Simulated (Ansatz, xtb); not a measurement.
**C5H5BFN: 10 structures ranked**

10 gas-phase structures of C5H5BFN, from a drawn sample of its isomers (lower ones may exist). Each was relaxed with GFN2-xTB:

A. `Bc1cnccc1F`, a singlet
B. `Bc1cccnc1F`, a singlet
C. `Bc1ccnc(F)c1`, a singlet
D. `Bc1cccc(F)n1`, a singlet
E. `Bc1cc(F)ccn1`, a singlet
F. `Bc1cncc(F)c1`, a singlet
G. `Bc1ncccc1F`, a singlet
H. `Bc1ccc(F)nc1`, a singlet
I. `Bc1ccncc1F`, a singlet
J. `Bc1ccc(F)cn1`, a singlet

Task: Make a reasoned guess at their ranking by r2SCAN-D4/def2-SVP single-point energy.

Result: Calculated order at r2SCAN-D4/def2-SVP: H (0.0), B (0.1), C (3.8), D (5.1), A (5.2), F (9.0), I (9.2), E (11.0), G (11.1), J (11.5) kcal/mol. Less than 1 kcal/mol parts H and B; D and A; F and I; E and G; G and J, so the order within those pairs means little.

Energies above the lowest of each column, in kcal/mol; the last columns are at B3LYP/def2-SVP geometries and were run for some of them only (a dash: not run or not comparable):

```tsv
structure	GFN2-xTB	HF/STO-3G	r2SCAN-D4/def2-SVP	B3LYP/def2-SVP	CCSD(T)/def2-SVP + ΔMP2/def2-TZVPP
H	0.2	0.3	0.0	0.0	0.0
B	0.0	0.0	0.1	0.3	0.7
C	1.7	3.3	3.8	3.6	3.2
D	2.9	4.2	5.1	4.7	4.3
A	1.7	2.6	5.2	4.7	4.9
F	3.5	5.8	9.0	8.1	7.7
I	4.0	5.2	9.2	–	–
E	4.9	7.1	11.0	–	–
G	5.4	6.4	11.1	–	–
J	5.8	6.7	11.5	–	–
```

CCSD(T)/def2-SVP + ΔMP2/def2-TZVPP has B and H within 1 kcal/mol of each other at the bottom, and every level picks one of them. Flexible structures stand in one conformer each, not always the lowest. Frequencies (GFN2-xTB) were run for A, B, C, D, F, H alone. ΔMP2 is the change of the MP2 energy from the smaller to the larger basis.

Over these structures GFN2-xTB departs from r2SCAN-D4/def2-SVP by 2.1 kcal/mol on average once a common shift is removed. A GFN2-xTB relaxation took about 0.071 s and the r2SCAN-D4/def2-SVP energy about 1.6 s on a shared host (Ansatz 0.2.0, xtb 6.7.1).
